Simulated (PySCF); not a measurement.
HCu, charge -1, doublet, geometry from GFN2-xTB (such geometries of metal compounds can be far from the true shape) (the multiplicity is a formal guess) (in this run its highest filled SCF level lies above zero, so its values depend strongly on the basis, on diffuse functions most of all); PySCF with BLYP/def2-SVP.

Here is a job for PySCF.
```python
from pyscf import gto, scf, dft

mol = gto.Mole()
mol.atom = '''
    Cu   -0.000000   -0.000000   -0.052141
    H     0.000000    0.000000    1.512090
'''
mol.basis = 'def2-svp'
mol.charge = -1
mol.spin = 1
mol.verbose = 5
mol.build()

mf = dft.UKS(mol)
mf.xc = 'blyp'
mf.kernel()
mf.analyze()
```

Output, abridged:

```
PySCF version 2.14.0

[INPUT] verbose = 5
[INPUT] max_memory = 4000
[INPUT] num. atoms = 2
[INPUT] num. electrons = 31
[INPUT] charge = -1
[INPUT] spin (= nelec alpha-beta = 2S) = 1
[INPUT] symmetry False subgroup None
[INPUT] Mole.unit = angstrom
[INPUT] Symbol           X                Y                Z      unit          X                Y                Z       unit  Magmom
[...]
[INPUT] ---------------- BASIS SET ----------------
[INPUT] l, kappa, [nprim/nctr], expnt,             c_1 c_2 ...
[INPUT] H
[...]
                                1.9622572         0.13796524
                                0.44453796        0.47831935
[...]
[INPUT] Cu
[...]
                                11468.777499      0.010986749865
                                2609.4246495      0.054513652465
                                736.75033098      0.18990128258
                                239.82419958      0.38581959211
                                82.656829252      0.29790607498
[...]
                                18.834177695      0.65349301031
                                7.7176595741      0.44770534421
[...]
                                2.234989567       0.73464423031
                                0.87818360069     0.43273070874
[...]
                                233.69376116      0.070208282458
                                74.020930927      0.2732352222
                                26.664967447      0.53580792728
                                9.9192087478      0.34575794906
[...]
                                1.9638205828      0.56456592484
                                0.71560097037     0.24078584318
[...]
                                13.161666077      0.16810218684
                                4.3693777244      0.38477707982
                                1.4132925109      0.46147880178
[...]
nuclear repulsion = 9.81066039266579
number of shells = 14
number of NR pGTOs = 80
number of NR cGTOs = 36
basis = def2-svp
ecp = {}

******** <class 'pyscf.dft.uks.UKS'> ********
method = UKS
initial guess = minao
damping factor = 0
level_shift factor = 0
DIIS = <class 'pyscf.scf.diis.CDIIS'>
diis_start_cycle = 1
diis_space = 8
diis_damp = 0
SCF conv_tol = 1e-09
SCF conv_tol_grad = None
SCF max_cycles = 50
direct_scf = True
direct_scf_tol = 1e-13
number electrons alpha = 16  beta = 15
XC library pyscf.dft.libxc version 7.1.2
    S. Lehtola, C. Steigemann, M. J. T. Oliveira, and M. A. L. Marques,  SoftwareX 7, 1–5 (2018)
XC functionals = blyp
    A. D. Becke,  Phys. Rev. A 38, 3098 (1988)
    C. Lee, W. Yang, and R. G. Parr,  Phys. Rev. B 37, 785 (1988)
    B. Miehlich, A. Savin, H. Stoll, and H. Preuss,  Chem. Phys. Lett. 157, 200 (1989)
radial grids:
    Treutler-Ahlrichs [JCP 102, 346 (1995); DOI:10.1063/1.469408] (M4) radial grids

becke partition: Becke, JCP 88, 2547 (1988); DOI:10.1063/1.454033
pruning grids: <function nwchem_prune>
grids dens level: 3
symmetrized grids: False
atomic radii adjust function: <function treutler_atomic_radii_adjust>
small_rho_cutoff = 0
Set gradient conv threshold to 3.16228e-05
atom Cu rad-grids = 90, ang-grids = [ 50  50  50  50  50  50  50  50  50  50  50  50  50  50  50  50  50  50
  50  50  50  50  50  50  50  50  50  50  86  86  86  86  86  86  86  86
  86  86  86  86  86  86  86  86 350 350 350 350 350 350 350 350 350 350
 350 434 434 434 434 434 434 434 434 434 434 434 434 434 434 434 434 434
 434 434 434 434 350 350 350 350 350 350 350 350 350 350 350 350 350 350]
atom H rad-grids = 50, ang-grids = [ 50  50  50  50  50  50  50  50  50  50  50  50  50  50  50  86  86  86
  86 266 266 266 266 266 302 302 302 302 302 302 302 302 302 302 302 302
 302 266 266 266 266 266 266 266 266 266 266 266 266 266]
tot_boxes 891, boxes in each direction [7 7 9]
Padding 0 grids
tot grids = 30448
nelec by numeric integration = [14.9848349 14.9848349]
E1 = -2311.139744357045  E2 = 660.844623443145  Ecoul = 728.700213770513  Exc = -67.85559032736795
init E= -1640.48446052123
cond(S) = 33.836748940374235

  alpha mo_energy =
[-3.21336833e+02 -3.80168915e+01 -3.33290558e+01 -3.33290558e+01
 -3.33286778e+01 -3.89236287e+00 -2.44010403e+00 -2.43749628e+00
 -2.43749628e+00 -2.94639925e-01 -1.07593028e-01 -4.71514881e-02
 -4.71514881e-02 -4.23042597e-02 -4.23042534e-02 -2.64011502e-02
  4.79788631e-02  6.80113694e-02  6.80113694e-02  2.12965567e-01
  4.44156954e-01  9.75095918e-01  9.75095918e-01  1.05650455e+00
  1.05650458e+00  1.19634878e+00  1.52766038e+00  1.52766038e+00
  1.93266688e+00  5.81182337e+00  5.81182338e+00  5.81352070e+00
  5.81352070e+00  5.81361651e+00  5.81361651e+00  5.86203397e+00]
  beta  mo_energy =
[-3.21336833e+02 -3.80168915e+01 -3.33290558e+01 -3.33290558e+01
 -3.33286778e+01 -3.89236287e+00 -2.44010403e+00 -2.43749628e+00
 -2.43749628e+00 -2.94639925e-01 -1.07593028e-01 -4.71514881e-02
 -4.71514881e-02 -4.23042597e-02 -4.23042534e-02 -2.64011502e-02
  4.79788631e-02  6.80113694e-02  6.80113694e-02  2.12965567e-01
  4.44156954e-01  9.75095918e-01  9.75095918e-01  1.05650455e+00
  1.05650458e+00  1.19634878e+00  1.52766038e+00  1.52766038e+00
  1.93266688e+00  5.81182337e+00  5.81182338e+00  5.81352070e+00
  5.81352070e+00  5.81361651e+00  5.81361651e+00  5.86203397e+00]
multiplicity <S^2> = 0.75  2S+1 = 2
nelec by numeric integration = [15.99999988 14.9999999 ]
E1 = -2290.3707284830875  E2 = 640.0948094948228  Ecoul = 706.6531332440223  Exc = -66.55832374919947
cycle= 1 E= -1640.4652585956  delta_E= 0.0192  |g|= 1.22  |ddm|= 1.51
  alpha mo_energy =
[-3.22612222e+02 -3.92453786e+01 -3.45935388e+01 -3.45628654e+01
 -3.45628654e+01 -4.59312714e+00 -3.14533353e+00 -3.08766277e+00
 -3.08766277e+00 -6.49736049e-01 -6.08533605e-01 -6.08533605e-01
 -5.83558637e-01 -5.83557603e-01 -3.93384665e-02  1.01058522e-01
  1.77776746e-01  2.10772289e-01  2.10772289e-01  3.74622252e-01
  7.10975764e-01  9.78881139e-01  9.78881139e-01  1.00854185e+00
  1.00854197e+00  1.25551260e+00  1.85658416e+00  1.85658416e+00
[...]
converged SCF energy = -1640.90722038793  <S^2> = 0.75162566  2S+1 = 2.001625
Total Energy =                       -1640.907220387934103
[...]
0 Cu 4f+1       -0.00000   0.02060   0.00766   0.00000  -0.00000
0 Cu 4f+2        0.00000  -0.00000  -0.00000  -0.00000   1.00000
0 Cu 4f+3       -0.00000   0.00000   0.00000  -0.00000   0.00000
1 H 1s          -0.05435   0.00000  -0.00000  -0.00124  -0.00000
1 H 2s           0.23411  -0.00000   0.00000  -0.04273   0.00000
1 H 2px         -0.00000   0.86502   0.32169   0.00000   0.00000
1 H 2py         -0.00000  -0.32169   0.86502   0.00000   0.00000
1 H 2pz         -0.42646  -0.00000  -0.00000   0.85802   0.00000
               #31       #32       #33       #34       #35
0 Cu 1s         -0.00000   0.00000   0.00000  -0.00000   0.00000
0 Cu 2s          0.00000   0.00000   0.00000   0.00000   0.00000
0 Cu 3s          0.00000  -0.00000  -0.00000   0.00000   0.00000
0 Cu 4s          0.00000  -0.00000   0.00000   0.00000   0.00000
0 Cu 5s         -0.00000  -0.00000   0.00000   0.00000   0.00000
0 Cu 2px         0.00000  -0.00000  -0.00001  -0.00000  -0.00000
0 Cu 2py         0.00000  -0.00001   0.00000   0.00000  -0.00000
0 Cu 2pz         0.00000   0.00000   0.00000   0.00000  -0.00000
0 Cu 3px         0.00000  -0.00005  -0.00065  -0.00000  -0.00000
0 Cu 3py        -0.00000  -0.00065   0.00005   0.00000  -0.00000
0 Cu 3pz         0.00000  -0.00000  -0.00000   0.00000  -0.00000
0 Cu 4px        -0.00000   0.00017   0.00218  -0.00000  -0.00000
0 Cu 4py         0.00000   0.00218  -0.00017   0.00000  -0.00000
0 Cu 4pz         0.00000  -0.00000  -0.00000   0.00000  -0.00000
0 Cu 3dxy        0.00054   0.00000  -0.00000  -0.00000   0.00000
0 Cu 3dyz        0.00000   0.00081  -0.00006   0.00000  -0.00000
0 Cu 3dz^2       0.00000  -0.00000  -0.00000   0.00000   0.00000
0 Cu 3dxz       -0.00000   0.00006   0.00081  -0.00000  -0.00000
0 Cu 3dx2-y2    -0.00000   0.00000  -0.00000  -0.00000  -0.00000
0 Cu 4dxy       -0.00006   0.00000   0.00000  -0.00000  -0.00000
0 Cu 4dyz        0.00000   0.00351  -0.00027   0.00000  -0.00000
0 Cu 4dz^2       0.00000  -0.00000  -0.00000   0.00000  -0.00000
0 Cu 4dxz       -0.00000   0.00027   0.00351  -0.00000  -0.00000
0 Cu 4dx2-y2     0.00000  -0.00000  -0.00000   0.00000   0.00000
0 Cu 4f-3       -0.00000  -0.00003   0.00000   0.93340  -0.35883
0 Cu 4f-2        1.00000  -0.00000   0.00000   0.00000   0.00000
0 Cu 4f-1        0.00000   0.99671  -0.07789   0.00002  -0.00001
0 Cu 4f+0        0.00000  -0.00000  -0.00000   0.00000  -0.00000
0 Cu 4f+1       -0.00000   0.07789   0.99671  -0.00001  -0.00002
0 Cu 4f+2       -0.00000   0.00000   0.00000  -0.00000  -0.00000
0 Cu 4f+3       -0.00000   0.00000   0.00003   0.35883   0.93340
1 H 1s          -0.00000   0.00000   0.00000   0.00000  -0.00000
1 H 2s           0.00000   0.00000  -0.00000   0.00000  -0.00000
1 H 2px          0.00000  -0.00173  -0.02210   0.00000   0.00000
1 H 2py         -0.00000  -0.02210   0.00173  -0.00000   0.00000
1 H 2pz          0.00000  -0.00000  -0.00000   0.00000  -0.00000
               #36
0 Cu 1s         -0.00001
0 Cu 2s          0.00003
0 Cu 3s          0.00014
0 Cu 4s          0.00177
0 Cu 5s         -0.00909
0 Cu 2px        -0.00000
0 Cu 2py        -0.00000
0 Cu 2pz         0.00001
0 Cu 3px         0.00000
0 Cu 3py        -0.00000
0 Cu 3pz        -0.00008
0 Cu 4px         0.00000
0 Cu 4py         0.00000
0 Cu 4pz         0.03714
0 Cu 3dxy       -0.00000
0 Cu 3dyz       -0.00000
0 Cu 3dz^2       0.00159
0 Cu 3dxz        0.00000
0 Cu 3dx2-y2    -0.00000
0 Cu 4dxy       -0.00000
0 Cu 4dyz        0.00000
0 Cu 4dz^2       0.03377
0 Cu 4dxz       -0.00000
0 Cu 4dx2-y2     0.00000
0 Cu 4f-3       -0.00000
0 Cu 4f-2       -0.00000
0 Cu 4f-1        0.00000
0 Cu 4f+0        0.99575
0 Cu 4f+1        0.00000
0 Cu 4f+2       -0.00000
0 Cu 4f+3        0.00000
1 H 1s          -0.00345
1 H 2s           0.00461
1 H 2px         -0.00000
1 H 2py          0.00000
1 H 2pz          0.07639

To work with the spin densities directly, `use mulliken_meta_spin()` only printing them here.

 ** Mulliken spin pop alpha/beta on meta-lowdin orthogonal AOs **
 ** Mulliken Spin Density (per AO)  **
spin_pop of  0 Cu 1s        0.00000
spin_pop of  0 Cu 2s        0.00000
spin_pop of  0 Cu 3s        0.00000
spin_pop of  0 Cu 4s        0.25772
spin_pop of  0 Cu 5s        0.04332
spin_pop of  0 Cu 2px      -0.00000
spin_pop of  0 Cu 2py      -0.00000
spin_pop of  0 Cu 2pz       0.00000
spin_pop of  0 Cu 3px       0.00000
spin_pop of  0 Cu 3py       0.00000
spin_pop of  0 Cu 3pz       0.00002
spin_pop of  0 Cu 4px       0.00012
spin_pop of  0 Cu 4py       0.00012
spin_pop of  0 Cu 4pz       0.04236
spin_pop of  0 Cu 3dxy      0.00006
spin_pop of  0 Cu 3dyz     -0.00016
spin_pop of  0 Cu 3dz^2     0.20978
spin_pop of  0 Cu 3dxz     -0.00016
spin_pop of  0 Cu 3dx2-y2    0.00006
spin_pop of  0 Cu 4dxy     -0.00006
spin_pop of  0 Cu 4dyz      0.00004
spin_pop of  0 Cu 4dz^2     0.00326
spin_pop of  0 Cu 4dxz      0.00004
spin_pop of  0 Cu 4dx2-y2   -0.00006
spin_pop of  0 Cu 4f-3     -0.00000
spin_pop of  0 Cu 4f-2      0.00000
spin_pop of  0 Cu 4f-1     -0.00000
spin_pop of  0 Cu 4f+0      0.00001
spin_pop of  0 Cu 4f+1     -0.00000
spin_pop of  0 Cu 4f+2      0.00000
spin_pop of  0 Cu 4f+3     -0.00000
spin_pop of  1 H 1s        0.39440
spin_pop of  1 H 2s        0.04793
spin_pop of  1 H 2px      -0.00000
spin_pop of  1 H 2py      -0.00000
spin_pop of  1 H 2pz       0.00119
 ** Mulliken Spin Density (per atom)  **
spin density of  0 Cu =      0.55648
spin density of  1 H =      0.44352
 ** Mulliken pop alpha/beta on meta-lowdin orthogonal AOs **
 ** Mulliken pop       alpha | beta **
[...]
In total            16.00000 | 15.00000
 ** Mulliken atomic charges   ( Nelec_alpha | Nelec_beta ) **
charge of  0Cu =     -0.48902  (    15.02275     14.46627 )
charge of  1H =     -0.51098  (     0.97725      0.53373 )

WARN: System has nonzero charge -1; the dipole moment is origin-dependent.
Location of origin: [0. 0. 0.]

Dipole moment(X, Y, Z, Debye): -0.00000, -0.00000, -0.79481
```
